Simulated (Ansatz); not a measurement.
Consider the hydrogen abstraction from a Ge–H bond: `C#[C][GeH2][F]` + H• → `C#[C][GeH][F]`• + H₂.

Program: Ansatz. Geometries: PBE0-D4/def2-TZVP. ΔE: electronic, gas phase. CCSD(T)/CBS is the MP2 limit (def2-TZVPP, def2-QZVPP) plus CCSD(T) − MP2 in def2-TZVPP, frozen cores. This one scheme is used for every species, atoms too. DFT in def2-TZVPP. No spin–orbit coupling; open shells (•) take unrestricted orbitals. Bonds to Ge are less sure, by a few kJ/mol each and by 10 to 20 or more in all where they break to atoms, as the def2 sets lack core-valence functions. Scalar relativity is left out up to krypton.

```json
{"level": "LDA (SPW92)", "ΔE (kJ/mol)": "-82.4"}
{"level": "BLYP-D4", "ΔE (kJ/mol)": "-105.0"}
{"level": "BHLYP-D4", "ΔE (kJ/mol)": "-82.1"}
{"level": "CAM-B3LYP-D4", "ΔE (kJ/mol)": "-83.9"}
{"level": "r2SCAN0", "ΔE (kJ/mol)": "-85.8"}
{"level": "MP2/def2-TZVPP", "ΔE (kJ/mol)": "-55.4"}
{"level": "CCSD(T)/def2-TZVPP", "ΔE (kJ/mol)": "-74.2"}
{"level": "MP2/CBS(def2)", "ΔE (kJ/mol)": "-55.3"}
```

Question: What does CCSD(T)/CBS give? (Best estimate.)

Answer: Computed: -74.2 kJ/mol. The listed levels differ from it by -8.2, -30.8, -7.9, -9.7, -11.6, 18.8, 0.0, 18.9 kJ/mol.

Largest T1 diagnostic among the species: 0.019.

At CCSD(T), def2-SVP lies +10.3 kJ/mol from the extrapolated value and def2-TZVPP −0.0 kJ/mol. Leaving LDA and LC-ωPBE aside and taking each functional with its dispersion term where it has one, the values, not all of them listed here, spread over 37.0 kJ/mol, from BLYP-D4 to PBE-QIDH. LDA lies +6.5 kJ/mol from PBE without D4. From BLYP to BHLYP (50 % exact exchange), in def2-TZVPP and without D4, ΔE moves by +23.7 kJ/mol.
